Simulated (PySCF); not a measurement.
## Spin-orbit coupling and the second ionisation energy along group 14

Two-component X2C-1e calculated with PySCF 2.14: MP2 on generalised Hartree-Fock spinors (GMP2), with spin-orbit coupling off and on (screened by Boettger's factors); no Breit or QED terms. Values in eV; the references (NIST) lie between the lowest levels. Elements whose determinants are no pure J levels are left out.

```csv
element,configurations,spin-free,with spin-orbit,shift,reference
"C (x2c-QZVPPall-2c, 1s2 frozen)",[He] 2s2 2p1 → [He] 2s2,24.408,24.413,0.005,24.383
"Si (x2c-QZVPPall-2c, [Ne] frozen)",[Ne] 3s2 3p1 → [Ne] 3s2,16.121,16.143,0.023,16.346
"Sn (x2c-QZVPPall-2c, [Ar] 3d10 frozen)",[Kr] 4d10 5s2 5p1 → [Kr] 4d10 5s2,14.112,14.483,0.371,14.633
"Pb (x2c-QZVPPall-2c, [Kr] 4d10 4f14 frozen)",[Xe] 4f14 5d10 6s2 6p1 → [Xe] 4f14 5d10 6s2,13.615,14.886,1.271,15.032
```

Question: Estimate the missing row, Ge (x2c-QZVPPall-2c, [Ne] frozen).

Answer: The calculation gives spin-free 15.658; with spin-orbit 15.809; shift 0.151. The reference value is 15.935.

The largest shift is at Pb, 1.271 eV, where spin-orbit coupling lowers the species with more electrons by more than the one with fewer (starting occupations 6p1/2^1 and closed).

What remains against the references is mostly the basis and correlation beyond MP2.
